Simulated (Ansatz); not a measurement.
Basis-set series for CH9HfN3O, SMILES `C[O][Hf]([NH2])([NH2])[NH2]`. Charge 0, multiplicity 1. Hf: def2 effective core potential. The geometry is a stationary point of PBE0-D4/def2-TZVP. It is one conformer, not always the lowest.

Cartesian coordinates in Å:
```
C -1.1133 2.4729 0.4608
O -0.5517 1.2295 0.2260
Hf 0.2283 -0.5054 -0.0952
N -1.0792 -2.0164 0.3546
N 1.9074 -0.7997 1.0400
N 0.7712 -0.7365 -2.0565
H -1.9738 2.3922 1.1355
H -1.4577 2.9293 -0.4747
H -0.3844 3.1506 0.9205
H -0.8444 -2.8363 0.8954
H -2.0735 -2.0226 0.1763
H 2.0437 -0.5053 1.9967
H 2.7798 -1.1683 0.6896
H 0.5682 -1.5528 -2.6153
H 1.1794 -0.0313 -2.6536
```

```csv
functional,basis,functions,energy (Eh),HOMO (eV),LUMO (eV)
PBE0-D4,def2-SVP,147,-330.64894,-6.53,0.38
PBE0-D4,def2-TZVPP,337,-331.00190,-6.69,0.16
ωB97M-V,def2-SVP,147,-330.77139,-8.90,1.61
ωB97M-V,def2-TZVPP,337,-331.13803,-9.07,1.29
```

Question: Give the rows for def2-QZVPP. (Estimate.)

Answer: Ansatz gave: 
| functional | basis | functions | energy (Eh) | HOMO (eV) | LUMO (eV) |
| --- | --- | --- | --- | --- | --- |
| PBE0-D4 | def2-QZVPP | 636 | -331.01997 | -6.77 | -0.19 |
| ωB97M-V | def2-QZVPP | 636 | -331.15519 | -9.15 | 0.65 |

Positive LUMOs are unbound and depend on the basis.
